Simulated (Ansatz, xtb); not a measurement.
# Two isomers of C6H6FO+

Structure I: `Cc1cc[o+]cc1F`, a singlet. Structure II: `Cc1ccc(F)[o+]c1`, a singlet. Both are isolated ions in the gas phase, relaxed with B3LYP/def2-SVP.

Question: Estimate E(II) − E(I) at the level CCSD(T)/def2-SVP + ΔMP2/def2-TZVPP.

Answer: Calculated at CCSD(T)/def2-SVP + ΔMP2/def2-TZVPP: E(II) − E(I) = −13.8 kJ/mol, so structure II lies lower.

How the difference moves with the method:

```json
{"level": "GFN2-xTB", "geometry": "GFN2-xTB", "E(II) − E(I) (kJ/mol)": "+5.2", "departure from the last row (kJ/mol)": "+19.0", "job, with rough time for the two": "optimisation, 0.19 s"}
{"level": "HF/STO-3G", "geometry": "GFN2-xTB", "E(II) − E(I) (kJ/mol)": "−25.0", "departure from the last row (kJ/mol)": "−11.3", "job, with rough time for the two": "single point, 0.4 s"}
{"level": "r2SCAN-D4/def2-SVP", "geometry": "GFN2-xTB", "E(II) − E(I) (kJ/mol)": "−11.7", "departure from the last row (kJ/mol)": "+2.0", "job, with rough time for the two": "single point, 4.1 s"}
{"level": "B3LYP/def2-SVP", "geometry": "B3LYP/def2-SVP", "E(II) − E(I) (kJ/mol)": "−11.5", "departure from the last row (kJ/mol)": "+2.2", "job, with rough time for the two": "optimisation, 57 s"}
{"level": "HF/def2-SVP", "geometry": "B3LYP/def2-SVP", "E(II) − E(I) (kJ/mol)": "−17.8", "departure from the last row (kJ/mol)": "−4.0", "job, with rough time for the two": "part of the CCSD(T) run"}
{"level": "MP2/def2-SVP", "geometry": "B3LYP/def2-SVP", "E(II) − E(I) (kJ/mol)": "−17.7", "departure from the last row (kJ/mol)": "−4.0", "job, with rough time for the two": "part of the CCSD(T) run"}
{"level": "CCSD(T)/def2-SVP", "geometry": "B3LYP/def2-SVP", "E(II) − E(I) (kJ/mol)": "−14.8", "departure from the last row (kJ/mol)": "−1.0", "job, with rough time for the two": "single point"}
{"level": "CCSD(T)/def2-SVP + ΔMP2/def2-TZVPP", "geometry": "B3LYP/def2-SVP", "E(II) − E(I) (kJ/mol)": "−13.8", "departure from the last row (kJ/mol)": "", "job, with rough time for the two": "single point, 98 s"}
```

As drawn, both hold the same kinds of bond in the same numbers.

GFN2-xTB puts the two in the other order. The largest departure from CCSD(T)/def2-SVP + ΔMP2/def2-TZVPP is that of GFN2-xTB, 19.0 kJ/mol. The last row adds to CCSD(T) the change of the MP2 difference between the two basis sets, here +1.0 kJ/mol.

With thermal terms from frequencies at re-optimised GFN2-xTB minima (ideal gas, soft modes damped towards free rotors, one conformer each, 298.15 K, 1 atm): the zero-point term adds +1.2 kJ/mol; ΔH is −12.7 and ΔG −12.3 kJ/mol.

The correlated steps freeze 8 core orbitals. Codes used: Ansatz 0.2.0, xtb 6.7.1; the last row on 4 threads of Arm Neoverse V1 on a shared host.
